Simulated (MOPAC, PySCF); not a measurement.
[Zr(Br)4], neutral singlet in the gas phase. 

Cartesian coordinates (Å):
```xyz
5

Zr     0.0000     0.0000     0.0000
Br    -2.1887     1.1651    -0.1079
Br     1.5878     1.3457     1.3518
Br     0.9007    -0.2828    -2.2953
Br    -0.2998    -2.2281     1.0514
```
Charge 0, spin multiplicity 1.

All levels are single points at this geometry (PBE-D3(BJ)/def2-SVP); Pople sets use spherical d functions. Orbital energies aren't observables, and empty levels follow the basis.

| level | HOMO (eV) | LUMO (eV) | gap (eV) | dipole (D) | vertical IE, Delta-SCF (eV) |
|---|---|---|---|---|---|
| B3LYP-D3(BJ)/def2-TZVP in PySCF | -8.63 | -3.10 | 5.52 | 0.00 | – |
| TPSSh-D3(BJ)/def2-TZVP in PySCF | -8.27 | -3.32 | 4.95 | 0.00 | – |
| B3LYP/6-311+G** (LANL2DZ on Br, Zr) in PySCF | -8.84 | -3.67 | 5.17 | 0.00 | – |
| B3LYP/LANL2DZ in PySCF | -8.84 | -3.67 | 5.17 | 0.00 | – |
| SVWN5/6-31G* (LANL2DZ on Zr) in PySCF | -7.86 | -4.09 | 3.77 | 0.00 | – |
| PM7 in MOPAC | -10.15 | 0.09 | 10.24 | 0.00 | – |
